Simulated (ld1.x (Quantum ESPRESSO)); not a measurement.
Scattering properties, PAW potential for Co (Z = 27)

* Element: cobalt (Co)
* Generator: ld1.x (Quantum ESPRESSO) 7.5
* Type: PAW
* Functional: PBE
* Relativity: fully relativistic
* Frozen core: [Ne]
* Valence charge: 17
* Reference configuration: 3s2 3p6 3d6 4s0 4p0 (charge +3)
* Partial waves: 3s (bound): rcut 1.40, rcutus 1.50 bohr; 4s (bound, empty): rcut 1.40, rcutus 1.50 bohr; 3p (bound): rcut 1.10, rcutus 1.15 bohr; 4p (bound, empty): rcut 1.10, rcutus 1.15 bohr; 3d (bound): rcut 1.45, rcutus 1.80 bohr; 3d channel at -2.45 Ry: rcut 1.45, rcutus 1.80 bohr
* Local potential: all-electron potential smoothed inside 1.35 bohr (lloc = -1)
* Core correction: Bessel-smoothed model core inside 0.75 bohr
* Augmentation charge: BESSEL, radius 1.00 bohr

Open shells are filled in proportion to 2j + 1 (rel_dist='average').

The phase is arctan(r·u′/u) with u = r·R(r), unwrapped; energies in Ry, scanned from -12 to 5 Ry. A pole is an energy at which the radial function vanishes at the test radius. The pseudo phase is shifted by a multiple of π to meet the all-electron one at the reference energy, and phase errors are pseudo minus all-electron; the curves can meet again beyond the range given. Levels narrower than the energy grid can be missing from the lists of poles.

For each channel, where are the poles, and over which energies does the pseudopotential scatter like the atom?

```csv
channel,radius (bohr),reference energy (Ry),"poles, all-electron","poles, pseudo",unbroken range about the reference energy with phases within 0.05 rad,phase error 1 Ry above the reference energy (rad)
s,1.96,-2.38,"-10.29, 2.13","-10.29, 2.20",the whole range,+0.001
p1/2,1.96,-1.83,"-7.62, 3.44","-7.62, 3.42",the whole range,-0.000
p3/2,1.96,-1.82,"-7.48, 3.54","-7.48, 3.53",the whole range,-0.000
d3/2,1.96,-3.33,-3.03,"-3.03, 4.91",below 0.4,-0.000
d5/2,1.96,-3.31,-3.01,"-3.01, 4.99",below 0.5,-0.000
```

The ghost test of this file was not conclusive.

Phases in the d5/2 channel:

| E (Ry) | all-electron | pseudo |
| --- | --- | --- |
| -12.00 | 1.409 | 1.408 |
| -11.52 | 1.405 | 1.404 |
| -11.04 | 1.400 | 1.400 |
| -10.56 | 1.395 | 1.395 |
| -10.08 | 1.390 | 1.390 |
| -9.60 | 1.384 | 1.384 |
| -9.12 | 1.378 | 1.377 |
| -8.64 | 1.371 | 1.370 |
| -8.16 | 1.362 | 1.362 |
| -7.68 | 1.353 | 1.353 |
| -7.20 | 1.342 | 1.342 |
| -6.72 | 1.329 | 1.329 |
| -6.24 | 1.313 | 1.313 |
| -5.76 | 1.293 | 1.293 |
| -5.28 | 1.266 | 1.266 |
| -4.80 | 1.224 | 1.224 |
| -4.32 | 1.147 | 1.147 |
| -3.84 | 0.906 | 0.906 |
| -3.36 | -1.013 | -1.013 |
| -2.88 | -1.641 | -1.641 |
| -2.40 | -1.773 | -1.773 |
| -1.92 | -1.853 | -1.853 |
| -1.44 | -1.928 | -1.929 |
| -0.96 | -2.019 | -2.021 |
| -0.48 | -2.150 | -2.155 |
| 0.00 | -2.367 | -2.382 |
| 0.48 | -2.761 | -2.806 |
| 0.96 | -3.374 | -3.454 |
| 1.44 | -3.908 | -3.978 |
| 1.92 | -4.210 | -4.261 |
| 2.40 | -4.377 | -4.417 |
| 2.88 | -4.480 | -4.513 |
| 3.36 | -4.550 | -4.580 |
| 3.84 | -4.601 | -4.629 |
| 4.32 | -4.640 | -4.668 |
| 4.80 | -4.673 | -4.701 |
